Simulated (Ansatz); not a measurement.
`B[N]1[CH2][AlH]1` + `CCN[SiH2]Cl` → `BN(CC)[SiH2]Cl` + `[CH2]1[NH][AlH]1`  (ligand exchange at a B–N bond)

Computed with Ansatz on PBE0-D4/def2-TZVP structures; ΔE is electronic, products minus reactants. CCSD(T)/CBS is the MP2 limit (def2-TZVPP, def2-QZVPP) plus CCSD(T) − MP2 in def2-TZVPP, frozen cores. Each species was taken in one conformer, which may not be the lowest.

```
             level  ΔE (kcal/mol)
CCSD(T)/def2-TZVPP            0.3
SCS-MP2/def2-QZVPP            0.8
```

Problem. What does CCSD(T)/CBS give? (An estimate is asked.)

Solution. Ansatz gave: +0.3 kcal/mol. The listed levels differ from it by 0.0, 0.5 kcal/mol.

Largest T1 diagnostic among the species: 0.015.

In def2-TZVPP, CCSD(T) changes the Hartree–Fock value by −3.5 kcal/mol (the triples alone add −0.5 kcal/mol) and MP2 by −3.5 kcal/mol. The D4 term adds −1.1 kcal/mol with B3LYP and −0.6 kcal/mol with PBE0; it sums over pairs of atoms, weighted by their polarisabilities, and B3LYP, whose exchange is more repulsive, gets the larger term.

B3LYP here is the variant with VWN-RPA as its local correlation; programs differ in this.
